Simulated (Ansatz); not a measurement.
Consider the redistribution: `C[SiH](N)O[SiH3]` + `C[O][Sn][F]` → `CO[SiH](N)O[SiH3]` + `[CH3][Sn][F]`.

Computed with Ansatz on PBE0-D4/def2-TZVP structures; ΔE is electronic, products minus reactants. CBS: MP2 limit from def2 TZ/QZ plus the TZ coupled-cluster correction, frozen cores. DFT in def2-TZVPP. B3LYP here is the variant with VWN-RPA as its local correlation; programs differ in this. Elements past krypton have def2 core potentials. For Sn outer-core shells are correlated without core-valence functions, which leaves a few kJ/mol of doubt a bond. One conformer a species, not always the lowest.

`C[SiH](N)O[SiH3]`:

```xyz
14

C     0.615   -1.628    1.315
Si   -0.200   -0.790   -0.124
N    -1.754   -0.239    0.325
O     0.823    0.407   -0.615
Si    0.751    1.933   -1.191
H     0.056   -2.516    1.619
H     1.633   -1.928    1.059
H     0.675   -0.952    2.173
H    -0.403   -1.690   -1.288
H    -2.473   -0.059   -0.355
H    -1.935    0.230    1.196
H    -0.241    2.043   -2.296
H     0.360    2.885   -0.116
H     2.093    2.304   -1.702
```

`C[O][Sn][F]`:

Z-matrix (Å, degrees):
```
C
O 1 1.408
H 1 1.095 2 112.6
H 1 1.095 2 109.6 3 120.9
H 1 1.095 2 109.5 3 -120.9
Sn 2 1.958 1 128.3 3 -0.9
F 6 1.952 2 96.2 1 0.0
```

`CO[SiH](N)O[SiH3]`:

```xyz
15

C     1.868   -0.162    1.050
O     1.162    0.904    0.454
Si   -0.457    0.941    0.253
N    -1.266    0.605    1.712
O    -0.993   -0.211   -0.775
Si   -0.690   -0.912   -2.219
H     2.833    0.215    1.394
H     2.046   -0.963    0.325
H     1.325   -0.577    1.905
H    -0.692    2.278   -0.331
H    -1.207    1.218    2.508
H    -2.117    0.071    1.708
H    -1.816   -1.825   -2.536
H     0.573   -1.695   -2.158
H    -0.570    0.113   -3.289
```

`[CH3][Sn][F]`:

```xyz
6

C    -0.460   -0.402    0.216
Sn    0.327    0.815   -1.406
F     1.858    1.408   -0.350
H    -0.614    0.234    1.093
H     0.287   -1.154    0.487
H    -1.397   -0.901   -0.039
```

| level | ΔE (kJ/mol) | difference from CCSD(T)/CBS |
| --- | --- | --- |
| PBE-D4 | 12.3 | 13.2 |
| PBE0-D4 | 1.0 | 1.9 |
| B3LYP-D4 | 2.3 | 3.2 |
| ωB97X-V | 0.9 | 1.8 |
| PBE | 12.9 | 13.8 |
| r2SCAN | 5.6 | 6.5 |
| PBE0 | 1.7 | 2.6 |
| MP2/def2-TZVPP | -1.8 | -0.9 |
| CCSD/def2-TZVPP | -9.6 | -8.7 |
| CCSD(T)/def2-TZVPP | -5.6 | -4.7 |
| HF/def2-QZVPP | -20.7 | -19.8 |
| MP2/def2-QZVPP | 0.9 | 1.8 |
| SCS-MP2/def2-QZVPP | -1.4 | -0.5 |
| HF/CBS(def2) | -20.8 | -19.9 |
| MP2/CBS(def2) | 2.9 | 3.8 |
| CCSD/CBS(def2) | -4.8 | -3.9 |
| CCSD(T)/CBS | -0.9 | 0 |

Largest T1 diagnostic among the species: 0.017.

In def2-TZVPP, CCSD(T) changes the Hartree–Fock value by +14.9 kJ/mol (the triples alone add +4.0 kJ/mol) and MP2 by +18.7 kJ/mol. From PBE to PBE0 (25 % exact exchange), in def2-TZVPP and without D4, ΔE moves by −11.3 kJ/mol.
